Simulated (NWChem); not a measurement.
Program: NWChem. System: H3BS2, charge 0, spin multiplicity 1, at a geometry optimised with PBE0/def2-SVP. The structure started from a generated list of species. Level: G0W0@PBE0/def2-TZVPP, RI basis def2-tzvpp-rifit.

Job file:

```
start mol
memory heap 200 mb stack 700 mb global 1700 mb
geometry units angstroms nocenter noautoz
  B      0.000000     0.000000     0.696570
  H      0.000000     0.000000     1.899718
  S     -1.541399     0.000000    -0.221539
  H     -2.356499     0.000000     0.853338
  S      1.541399     0.000000    -0.221539
  H      2.356499     0.000000     0.853338
  symmetry group C2v
end
basis spherical
  * library def2-tzvpp
end
basis "ri basis" bse spherical
  * library def2-tzvpp-rifit
end
dft
  xc pbe0
  iterations 100
  direct
  tolerances tight
end
task dft energy
gw
  method cdgw
  states alpha occ 4 vir 2
end
task dft gw
```

Part of the output:

```
             Northwest Computational Chemistry Package (NWChem) 7.3.0
             --------------------------------------------------------

                                NWChem Input Module
                                -------------------

 Scaling coordinates for geometry "geometry" by  1.889725989
 (inverse scale =  0.529177249)

 Turning off AUTOSYM since
 SYMMETRY directive was detected!

                             Geometry "geometry" -> ""
                             -------------------------

 Output coordinates in angstroms (scale by  1.889725989 to convert to a.u.)

  No.       Tag          Charge          X              Y              Z
 ---- ---------------- ---------- -------------- -------------- --------------
    1 B                    5.0000     0.00000000     0.00000000     0.69657000
    2 H                    1.0000     0.00000000     0.00000000     1.89971800
    3 S                   16.0000    -1.54139900     0.00000000    -0.22153900
    4 H                    1.0000    -2.35649900     0.00000000     0.85333800
    5 S                   16.0000     1.54139900     0.00000000    -0.22153900
    6 H                    1.0000     2.35649900     0.00000000     0.85333800

 Effective nuclear repulsion energy (a.u.)     119.2974393933

            Nuclear Dipole moment (a.u.)
            ----------------------------
        X                 Y               Z
 ---------------- ---------------- ----------------
    -0.0000000000     0.0000000000    -0.0000075589

      Symmetry information
      --------------------

 Group name             C2v
 Group number             16
 Group order               4
 No. of unique centers     4

      Symmetry unique atoms

     1    2    3    4


 Summary of "ao basis" -> "" (spherical)
 ------------------------------------------------------------------------------
       Tag                 Description            Shells   Functions and Types
 ---------------- ------------------------------  ------  ---------------------
 *                         def2-tzvpp                 on all atoms

 new library libraries.bse/

 Summary of "ri basis" -> "" (spherical)
 ------------------------------------------------------------------------------
       Tag                 Description            Shells   Functions and Types
 ---------------- ------------------------------  ------  ---------------------
 *                      def2-tzvpp-rifit              on all atoms

                                 NWChem DFT Module
                                 -----------------

 Summary of "ao basis" -> "ao basis" (spherical)
 ------------------------------------------------------------------------------
       Tag                 Description            Shells   Functions and Types
 ---------------- ------------------------------  ------  ---------------------
 B                         def2-tzvpp               11       31   5s3p2d1f
 H                         def2-tzvpp                6       14   3s2p1d
 S                         def2-tzvpp               14       42   5s5p3d1f

 Summary of "ao basis" -> "ao basis" (spherical)
 ------------------------------------------------------------------------------
       Tag                 Description            Shells   Functions and Types
 ---------------- ------------------------------  ------  ---------------------
 B                         def2-tzvpp               11       31   5s3p2d1f
 H                         def2-tzvpp                6       14   3s2p1d
[...]
   Bfn.  Coefficient  Atom+Function         Bfn.  Coefficient  Atom+Function
  ----- ------------  ---------------      ----- ------------  ---------------
    61      0.378137  3 S  py               117     -0.378137  5 S  py
    64      0.266311  3 S  py               120     -0.266311  5 S  py
    58      0.171221  3 S  py               114     -0.171221  5 S  py
    52     -0.141163  3 S  py               108      0.141163  5 S  py
    55     -0.065107  3 S  py               111      0.065107  5 S  py

 Vector   21  Occ=0.000000D+00  E=-3.470234D-02  Symmetry=b2
              MO Center=  2.1D-14, -3.0D-15,  4.6D-01, r^2= 3.3D+00
   Bfn.  Coefficient  Atom+Function         Bfn.  Coefficient  Atom+Function
  ----- ------------  ---------------      ----- ------------  ---------------
    13      0.467717  1 B  py                10      0.431458  1 B  py
    64     -0.362422  3 S  py               120     -0.362422  5 S  py
     7      0.354394  1 B  py                61     -0.178294  3 S  py
   117     -0.178294  5 S  py                58     -0.104416  3 S  py
   114     -0.104416  5 S  py                52      0.073347  3 S  py

 Vector   22  Occ=0.000000D+00  E=-6.215906D-03  Symmetry=a1
              MO Center=  1.6D-13,  9.8D-17,  4.9D-01, r^2= 6.6D+00
   Bfn.  Coefficient  Atom+Function         Bfn.  Coefficient  Atom+Function
  ----- ------------  ---------------      ----- ------------  ---------------
    90      0.851676  4 H  s                146      0.851676  6 H  s
    50     -0.554174  3 S  s                106     -0.554174  5 S  s
     4     -0.518503  1 B  s                 65     -0.424199  3 S  pz
   121     -0.424199  5 S  pz                63      0.416963  3 S  px
   119     -0.416963  5 S  px                89      0.237024  4 H  s

 Vector   23  Occ=0.000000D+00  E= 4.202948D-02  Symmetry=b1
              MO Center= -2.2D-13, -2.8D-16,  6.5D-01, r^2= 7.8D+00
   Bfn.  Coefficient  Atom+Function         Bfn.  Coefficient  Atom+Function
  ----- ------------  ---------------      ----- ------------  ---------------
    90      1.040507  4 H  s                146     -1.040507  6 H  s
    50     -0.925629  3 S  s                106      0.925629  5 S  s
    65     -0.498537  3 S  pz               121      0.498537  5 S  pz
    63      0.443640  3 S  px               119      0.443640  5 S  px
    12     -0.330233  1 B  px                62     -0.260881  3 S  pz

 center of mass
 --------------
 x =   0.00000000 y =   0.00000000 z =  -0.06937714

 moments of inertia (a.u.)
 ------------------
          48.137979944599           0.000000000000          -0.000000000000
           0.000000000000         630.645200468502           0.000000000000
          -0.000000000000           0.000000000000         582.507220523902

     Multipole analysis of the density
     ---------------------------------

     L   x y z        total         alpha         beta         nuclear
     -   - - -        -----         -----         ----         -------
     0   0 0 0     -0.000000    -20.000000    -20.000000     40.000000

     1   1 0 0      0.000000      0.000000      0.000000     -0.000000
     1   0 1 0     -0.000000     -0.000000     -0.000000      0.000000
     1   0 0 1      0.579956      0.289982      0.289982     -0.000008

     2   2 0 0    -21.632143   -166.398993   -166.398993    311.165843
     2   1 1 0     -0.000000     -0.000000     -0.000000      0.000000
     2   1 0 1     -0.000000     -0.000000     -0.000000     -0.000000
     2   0 2 0    -26.413006    -13.206503    -13.206503      0.000000
     2   0 1 1     -0.000000     -0.000000     -0.000000      0.000000
     2   0 0 2    -24.315969    -28.338287    -28.338287     32.360605

 Task  times  cpu:        6.8s     wall:        6.8s

                                NWChem Input Module
                                -------------------

                                 NWChem GW Module
                                 ----------------

                             ***********************
                             ***        GW       ***
                             ***********************

 Summary of "ri basis" -> "ri basis" (spherical)
 ------------------------------------------------------------------------------
       Tag                 Description            Shells   Functions and Types
 ---------------- ------------------------------  ------  ---------------------
 B                      def2-tzvpp-rifit            22       76   8s6p4d3f1g
 H                      def2-tzvpp-rifit            10       30   4s3p2d1f
 S                      def2-tzvpp-rifit            33      123   11s8p7d5f2g

                 Memory Information
                 ------------------
          Available GA per process is          1699.8 MBs
          Available stack per process is        700.0 MBs
          Available heap per process is           0.0 MBs

          Peak memory in Initialization
              Peak GA per process is                 12.4 MBs
              Peak stack per process is               0.3 MBs
              Peak heap per process is               12.9 MBs
              Memory not in MA per process            0.0 MBs

          Peak memory in CDGW Calculation
              Peak GA per process is                 15.1 MBs
              Peak stack per process is               2.6 MBs
              Peak heap per process is                3.1 MBs
              Memory not in MA per process            0.0 MBs

          Computing 2-center integrals
          Computing Inverse Cholesky factor
          Computing 3-center integrals
          Computing Vxc

          Computing Sigma_x
          Computing W(iw) on the imaginary grid
          Solving quasiparticle equations

                  Alpha Orbitals
          State     Energy (eV)     Error (eV)
          -----------------------------------
@GW        17        -11.991           0.005
@GW        18        -10.927           0.004
@GW        19        -11.205           0.001
@GW        20         -9.473           0.002
@GW        21          0.998           0.002
@GW        22          1.765           0.004

     GW Timing Statistics
   ------------------------
   Init.   :          0.0s
     ERIs  :          0.9s
     Distr.:          0.0s
     Vxc   :          0.9s
   Vmo     :          0.0s
   iW      :          1.8s
   I_n     :          0.0s
   R_n     :          0.1s
   GW total:          3.7s

 Task  times  cpu:        3.7s     wall:        3.7s

 Total times  cpu:       10.5s     wall:       10.5s
```
